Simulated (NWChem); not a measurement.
Molecule: C₃H₄S₂; SMILES C1=CSCS1

```xyz
9

C      0.6759     0.0765    -1.2664
C     -0.6759     0.0765    -1.2664
S     -1.5027    -0.1935     0.2728
C      0.0000     0.1444     1.2809
S      1.5026    -0.1935     0.2728
H      1.2974     0.1824    -2.1670
H     -1.2974     0.1824    -2.1670
H      0.0000     1.2030     1.6164
H      0.0000    -0.5245     2.1625
```
Atoms are numbered in this order, from 1.

Computed with NWChem. Pople sets run with spherical d functions. Structure relaxed at the PBE-D3(BJ)/def2-SVP level. Level: M05-2X/6-31G* with COSMO at NWChem's default radii, gas-phase geometry; rows give the dielectric constant.

```
dielectric constant  electrostatic solvation energy (kcal/mol)  dipole in solution (D)
-------------------  -----------------------------------------  ----------------------
2.0                                                       -2.5                    0.82
2.4                                                       -2.9                    0.84
3.9                                                       -3.8                    0.88
7.6                                                       -4.5                    0.92
78.4                                                (withheld)                    0.96
```

Task: What belongs in the gaps?

Result: 
- 78.4, electrostatic solvation energy (kcal/mol): -5.2
